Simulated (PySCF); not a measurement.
A side-by-side comparison of computed properties.

First species: C₂Cl₄F₂.
SMILES with atom numbers: `[F:1][C:2]([Cl:3])([Cl:4])[C:5]([F:6])([Cl:7])[Cl:8]`

Second species: C6H11 (charge +1).
InChI=1S/C6H11/c1-4-6(3)5-2/h4H,3,5H2,1-2H3/q+1

Levels: PBE0/def2-SVPD for HOMO energy, LUMO energy, HOMO–LUMO gap, static isotropic polarisability and electronic spatial extent ⟨r²⟩ about the centre of nuclear charge; TDDFT PBE0/def2-SVPD for lowest singlet excitation; TDA PBE0/def2-SVPD for lowest triplet excitation (Tamm–Dancoff); GFN2-xTB for rotational constant A and rotational constant C. Geometries: GFN2-xTB. Each structure is a single optimised conformer of the isolated species, non-relativistic unless stated. Electronic properties by PySCF.

The conformers computed, where there is a choice (atom-mapped SMILES and torsion angles):
- `[F:1][C:2]([Cl:3])([Cl:4])[C:5]([F:6])([Cl:7])[Cl:8]`: F1–C2–C5–F6 62°
- `[CH2:1]=[C:2]([CH+:3][CH3:4])[CH2:5][CH3:6]`: C1–C2–C3–C4 -178°, C1–C2–C5–C6 93°

(1) Which of the two has the higher HOMO–LUMO gap, and by how much?

(2) Which has the higher rotational constant C?

(3) Which of the two has the higher HOMO energy, and by how much?

(4) Which has the higher S1 energy?

(5) Which has the higher LUMO energy?

(6) Which has the higher T1 energy?

(7) Which has the higher static isotropic polarisability?

(8) Which of the two has the higher ⟨r²⟩, and by how much?

Answers

(1) The first: 8.23 eV against 4.68 eV, a difference of 3.55 eV.

(2) The second: 1.992 GHz against 0.855 GHz, a difference of 1.137 GHz.

(3) The first: -9.39 eV against -13.68 eV, a difference of 4.29 eV.

(4) The first: 6.74 eV against 3.94 eV, a difference of 2.80 eV.

(5) The first: -1.16 eV against -9.00 eV, a difference of 7.84 eV.

(6) The first: 6.05 eV against 2.18 eV, a difference of 3.87 eV.

(7) The first: 80.6 au against 71.3 au, a difference of 9.3 au.

(8) The first: 1484 bohr² against 667 bohr², a difference of 817 bohr².

On the first: The vertical singlet–triplet gap S1 − T1 is 0.69 eV (TDDFT singlet less Tamm–Dancoff triplet). The principal polarisabilities are 75.2, 76.1 and 90.6 au; their mean is the isotropic value.

On the second: In wavenumbers S1 is 31800 cm⁻¹ (1 eV = 8065.54 cm⁻¹). The vertical singlet–triplet gap S1 − T1 is 1.76 eV (TDDFT singlet less Tamm–Dancoff triplet; S1: HOMO−1→LUMO, weight 0.42, beside HOMO−2→LUMO, weight 0.41; T1: HOMO→LUMO, weight 0.92).
